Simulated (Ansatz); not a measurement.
C2H3BFNO, SMILES `FC/N=C1/BO1`, relaxed with RKS PBE-D4/def2-SVP in the Gaussian-basis code of Ansatz from a rough embedded geometry. The force threshold is 0.03 eV/Å; the program also tests the step.

Total charge 0; spin multiplicity 1.

Start:

```xyz
9

F    -0.373   -1.920   -1.079
C    -0.159   -0.614   -1.492
N    -0.558    0.297   -0.440
C    -0.032    0.423    0.692
B     0.154    0.962    2.053
O     1.075   -0.071    1.568
H     0.882   -0.408   -1.760
H    -0.812   -0.424   -2.383
H    -0.178    1.754    2.841
```

**Question.** How much energy does the relaxation release, and in how many steps? (Estimate.)

**Answer.** Ansatz gave: 62.61 kJ/mol, in 11 steps, 1 of them rejected.

**Question.** Which bonds change most? (Estimate.)

**Answer.** The calculation gave: B5–O6 from 1.467 to 1.354 Å; C4–O6 from 1.495 to 1.567 Å; B5–H9 from 1.166 to 1.206 Å; C2–N3 from 1.448 to 1.422 Å.

**Question.** Give the relaxed structure. (Best estimate.)

**Answer.** Ansatz gave: 
```xyz
9

F     0.221   -1.748   -0.815
C    -0.079   -0.582   -1.491
N    -0.196    0.581   -0.680
C    -0.060    0.691    0.550
B     0.079    0.938    2.015
O     0.279   -0.356    1.667
H     0.718   -0.392   -2.247
H    -1.045   -0.721   -2.030
H     0.085    1.588    3.030
```
